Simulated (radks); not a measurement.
Ar2+, configuration [Ne] 3p6 (not the ground configuration). All-electron calculation, non-relativistic Kohn-Sham, r2SCAN, spin-unpolarised, spherical densities, point nucleus; meta-GGA in the generalised Kohn-Sham scheme. Program: a radial shooting solver on a logarithmic mesh with Libxc functionals.

Normalised radial functions P(r) = r R(r), r in bohr:

```
   r/bohr * 1s, o 2s, + 2p (the largest magnitude, 3.07, reaches the edge; | marks zero, & curves that meet)
 0.005701                             + o    *
 0.006428                             + o     *
 0.007247                             + o     *
 0.008106                             +  o     *
  0.00914                             +  o      *
  0.01031                             +  o       *
  0.01162                             +  o        *
   0.0131                             +   o         *
  0.01477                             +   o          *
  0.01652                             +    o          *
  0.01863                             +    o           *
    0.021                             |+   o             *
  0.02368                             |+    o             *
   0.0267                             |+    o               *
   0.0301                             |+    o                *
  0.03367                             |+     o                *
  0.03796                             | +    o                 *
   0.0428                             | +    o                  *
  0.04826                             | +    o                   *
  0.05441                             |  +   o                   *
  0.06086                             |   + o                    *
  0.06862                             |   + o                   *
  0.07737                             |    &                    *
  0.08724                             |   o +                 *
  0.09836                             | o    +               *
   0.1109                             |o      +           *
    0.124                            o|        +        *
   0.1399                          o  |         +     *
   0.1577                        o    |          + *
   0.1778                      o      |         * +
   0.2005                    o        |       *    +
    0.226                  o          |     *      +
   0.2528                o            |   *         +
    0.285               o             |  *          +
   0.3214               o             | *           +
   0.3624               o             |*           +
   0.4086               o             |*          +
    0.457                o            *          +
   0.5152                  o          *         +
   0.5809                    o        *       +
    0.655                      o      *     +
   0.7385                        o    *    +
   0.8327                         o   *   +
   0.9314                          o  *  +
     1.05                           o * +
    1.184                            o*+
    1.335                             &+
    1.505                             &
    1.697                             &
    1.898                             &
     2.14                             &
    2.413                             &
    2.721                             &
    3.068                             &
    3.459                             &
    3.869                             &
    4.362                             &
    4.918                             &
```

1s: eigenvalue -3155.4 eV, 0 radial nodes, <r> = 0.0862 bohr, 90 % of the charge inside 0.154 bohr. 2s: eigenvalue -332.85 eV, 1 radial node at r = 0.118 bohr, <r> = 0.414 bohr, 90 % of the charge inside 0.646 bohr. 2p: eigenvalue -265.77 eV, 0 radial nodes, <r> = 0.376 bohr, 90 % of the charge inside 0.622 bohr.
